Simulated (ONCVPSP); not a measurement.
# Transferability test, ONCV potential for As (Z = 33)

ONCVPSP 4.0.1 input, shortened (lines: element, Z, core and valence counts, functional; n l f; lmax; l rc ep ncon nbas qcut; lloc lpopt rc5 dvloc0; l nproj debl; icmod fcfact rcfact), Wu-Cohen, scalar-relativistic:

```
  As 33.00    6    2  -118130      upf
    1    0    2.00
    2    0    2.00
    2    1    6.00
    3    0    2.00
    3    1    6.00
    3    2   10.00
    4    0    2.00
    4    1    3.00
    1
    0    1.70    0.00    4    7    4.20
    1    2.15    0.00    5   10    3.10
    4    5    1.70    1.00
    0    2    2.10
    1    1    1.90
    1    0.20    0.00
```

Energies are relative to the spin-unpolarised reference configuration 4s2 4p3; without spin polarisation the order of configurations can differ from experiment.

```
valence configuration  charge  ΔE all-electron (eV)  error AE − PS (meV)
              4s2 4p2      +1                 9.168                 -3.2
              4s1 4p4       0                 9.449                 -0.5
```

Question: What are ΔE and the potential's error for 4s2 4p1?

Answer: ΔE = 27.144 eV all-electron; the error (AE − PS) is -30 meV.

Question: What are ΔE and the potential's error for 4s2 4p0?

Answer: ΔE = 54.925 eV all-electron; the error (AE − PS) is -144 meV.
